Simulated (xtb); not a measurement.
H6Si3, SMILES [SiH2]1[SiH2][SiH2]1. All values are semi-empirical tight-binding results from xtb (GFN2-xTB unless named), good for trends rather than for accurate numbers. Coordinates come from a GFN2-xTB optimisation.

Optimised geometry:

```xyz
9

Si     1.3513     0.0000     0.0000
H      2.2396     0.0000     1.1665
H      2.2396     0.0000    -1.1665
Si    -0.6757     1.1703     0.0000
H     -1.1198     1.9396     1.1665
H     -1.1198     1.9396    -1.1665
Si    -0.6757    -1.1703     0.0000
H     -1.1198    -1.9396     1.1665
H     -1.1198    -1.9396    -1.1665
```

Computed properties:
```json
{
  "point_group_as_xtb_finds_it": "D3h",
  "orbital_gap": "3.14 eV",
  "dipole_moment": "0.00 D",
  "zero_point_energy": "28.7 kcal/mol",
  "G − E(el) at 298.15 K (modified RRHO)": "11.1 kcal/mol",
  "static polarisability (D4 model)": "82.4 bohr³",
  "solvation energy, GFN2-xTB/ALPB(water)": "1.0 kcal/mol",
  "solvation energy, GFN2-xTB/ALPB(hexane)": "-0.2 kcal/mol"
}
```

Computed atomic charges and the Wiberg bond orders between heavy atoms:
charges (e) Si1 0.25, H2 -0.12, H3 -0.12, Si4 0.25, H5 -0.12, H6 -0.12, Si7 0.25, H8 -0.12, H9 -0.12. Bond orders Si1–Si4 0.92, Si1–Si7 0.92, Si4–Si7 0.92.
